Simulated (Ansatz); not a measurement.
Program: Ansatz. Geometries: PBE0-D4/def2-TZVP. ΔE: electronic, gas phase. CBS: MP2 limit from def2 TZ/QZ plus the TZ coupled-cluster correction, frozen cores. Functionals use def2-TZVPP. def2 core potentials past Kr. For Ge, I outer-core shells are correlated without core-valence functions, which leaves a few kJ/mol of doubt a bond. Scalar relativity is left out up to krypton. One conformer a species, not always the lowest.

Consider the redistribution: `[OH][GeH2][I]` + `[NH2][AlH][SiH3]` → `[GeH3][I]` + `[NH2][AlH][SiH2]O`.

`[OH][GeH2][I]`:

Cartesian coordinates in Å:
```
O -0.602 0.424 -1.241
Ge -0.185 -0.166 0.373
I 1.996 0.854 1.108
H 0.081 0.249 -1.893
H 0.019 -1.689 0.371
H -1.309 0.328 1.282
```

`[NH2][AlH][SiH3]`:

Cartesian coordinates in Å:
```
N 1.877 -0.557 0.290
Al 0.496 -0.295 -0.782
Si -1.577 0.547 0.218
H 1.875 -0.387 1.283
H 2.779 -0.899 -0.003
H 0.699 -0.624 -2.320
H -1.983 1.855 -0.376
H -1.451 0.752 1.690
H -2.715 -0.393 -0.001
```

`[GeH3][I]`:

Cartesian coordinates in Å:
```
Ge 0.064 -0.173 0.130
I -0.649 1.752 -1.321
H -1.130 -0.555 1.010
H 1.250 0.301 0.976
H 0.465 -1.326 -0.796
```

`[NH2][AlH][SiH2]O`:

```xyz
10

N     1.754    0.664    0.864
Al    0.906   -0.804    0.353
Si   -1.246   -0.459   -0.801
O    -1.742    1.130   -0.743
H     2.635    0.687    1.352
H     1.447    1.601    0.656
H     1.589   -2.196    0.701
H    -2.312   -1.358   -0.255
H    -1.154   -0.767   -2.255
H    -1.878    1.503    0.129
```

```tsv
level	ΔE (kJ/mol)
PBE0	-36.2
MP2/CBS(def2)	-39.1
```

Task: What does CCSD(T)/CBS give? (Best estimate.)

Result: Computed: -38.7 kJ/mol. The listed levels differ from it by 2.5, -0.4 kJ/mol.

Largest T1 diagnostic among the species: 0.013.

From PBE to PBE0 (25 % exact exchange), in def2-TZVPP and without D4, ΔE moves by −3.5 kJ/mol. In def2-TZVPP, CCSD(T) changes the Hartree–Fock value by +7.1 kJ/mol (the triples alone add +2.0 kJ/mol) and MP2 by +6.6 kJ/mol. At CCSD(T), def2-SVP lies +16.8 kJ/mol from the extrapolated value and def2-TZVPP +3.9 kJ/mol.
